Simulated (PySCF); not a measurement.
C7H8OSi2: full NMR table

```yaml
Formula: C7H8OSi2
SMILES: C#C[Si@@H]1C=C(C#CC)[SiH2]O1
InChI: InChI=1S/C7H8OSi2/c1-3-5-7-6-10(4-2)8-9-7/h2,6,10H,9H2,1H3/t10-/m1/s1
Point_group_of_the_computed_structure: C1
Degrees_of_unsaturation: 6
Carbon_signals: 7
Proton_signals: 6
```

Structure with atom numbers: `[CH:1]#[C:2][Si@@H:3]1[CH:4]=[C:5]([C:6]#[C:7][CH3:8])[SiH2:9][O:10]1`. Hydrogens are named by the atom that carries them. Ha(Si9) is cis to C2 on the ring; Hb(Si9) is trans to C2 on the ring.

All values are calculated (PySCF): PBE0/pcSseg-1 with gauge-including orbitals, structure optimised with GFN2-xTB. In vacuum, single conformer, rapidly exchanging positions averaged, non-relativistic.

References, each an isolated molecule treated in the same way: TMS for 1H (σref 31.72), 13C (σref 186.93), 29Si (σref 349.16); H2O for 17O (σref 336.08).

| carbon | δC, type | δH (multiplicity) | HMBC from (2–3 bonds) | span of the C tensor (ppm) |
| --- | --- | --- | --- | --- |
| C1 | 102.5, CH | 2.00 (d) | H(Si3) | 243 |
| C2 | 89.1, C | – | H(C4), H(Si3), H(C1) | 290 |
| C4 | 159.2, CH | 7.31 (d) | H(Si3), Ha(Si9), Hb(Si9) | 247 |
| C5 | 155.0, C | – | H(C4), H(Si3), Ha(Si9), Hb(Si9) | 242 |
| C6 | 84.8, C | – | H(C4), Ha(Si9), Hb(Si9), H(C8) | 274 |
| C7 | 110.1, C | – | H(C8) | 159 |
| C8 | 6.6, CH3 | 2.31 (s) | – | 20 |

Other nuclei:
```csv
atoms,nucleus,environment,δ (ppm),σ (ppm)
H(Si3),1H,"hydrogen on a silicon bonded to 2 C, O, in a 5-membered ring",5.44,26.27
Ha(Si9),1H,"hydrogen on a silicon bonded to C, O, in a 5-membered ring",5.23,26.49
Hb(Si9),1H,"hydrogen on a silicon bonded to C, O, in a 5-membered ring",5.17,26.55
Si9,29Si,"silicon bonded to C, O, 2 H, in a 5-membered ring",-15.7,364.9
Si3,29Si,"silicon bonded to 2 C, O, H, in a 5-membered ring",-24.0,373.2
O10,17O,"oxygen bonded to 2 Si, in a 5-membered ring",38.2,297.9
```

- Carbon types of the structure: 4 × C, 2 × CH, 1 × CH3, leaving 3 H on heteroatoms.
- δC 159.2: alkene CH; the olefinic region.
- δC 155.0: fully substituted alkene carbon; the olefinic region.
- δC 110.1, 89.1, 84.8: alkyne carbon.
- δC 102.5: terminal alkyne carbon; sp carbons lie upfield of alkene carbons because the cylindrical π system leaves one tensor component strongly shielded.
- δH 2.00: hydrogen on a terminal alkyne carbon; it lies on the axis of the triple bond, in its shielding cone.

Shifts are as computed. Against solution values, carbons near 30 ppm lie about +3 ppm off and those near 130 ppm about +5 ppm. Of 1309 compounds with measured shifts, 239 miss one by over three times the rms of a fit or turn the order of signals round; such compounds aren't used in these exercises. Experimental scales use liquid or dissolved standards, which lie at an offset from isolated H2O (liquid H2O: subtract about 36 ppm). Multiplicities follow the n + 1 count of equivalent neighbours, as no J values were calculated; m marks all less simple cases, F and P coupling included.
